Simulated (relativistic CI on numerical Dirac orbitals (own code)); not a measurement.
# Main line and satellite in the 2p photoemission of Cu2+: a two-state model

Problem. An octahedral Cu2+ site (d9) has Δ = 3.7, V(eg) = 2.15, 10Dq = 0.85, 10Dq(ligand) = 1.1 and a core-hole attraction U_cd = 8 eV. Δ is defined between configuration averages. Find the d count, the distance of the satellite and its intensity.

Working.
1. The hole has eg symmetry. Its energy is −0.6 × 10Dq in d9 and Δ − 0.6 × 10Dq(ligand) in d10L, so the gap is Δ' = 3.55 eV.
2. Ground state cos θ |d9⟩ − sin θ |d10L⟩ with tan 2θ = 2V/Δ', θ = 25.2°: weights 0.818 and 0.182, n_d = 9.182.
3. The core hole pulls d10L down by U_cd: the gap becomes Δ' − U_cd = -4.45 eV, the hopping is V' = 2.15 eV, and tan 2θ' = 2V'/(Δ' − U_cd) gives θ' = 68.0°.
4. The two final states lie W = √[(Δ' − U_cd)² + 4V'²] = 6.19 eV apart. The lower, mostly d10L, is the main line.
5. In the sudden approximation the intensities are cos²(θ' − θ) and sin²(θ' − θ), so satellite/main = tan²(42.8°) = 0.86.

Check. The full cluster calculation (with spin-orbit coupling and 2p-3d multiplets, which spread the d9 satellite) gives n_d = 9.181; in its broadened 2p3/2 spectrum, cut halfway, the centroids lie 6.42 eV apart with an area ratio of 0.82.
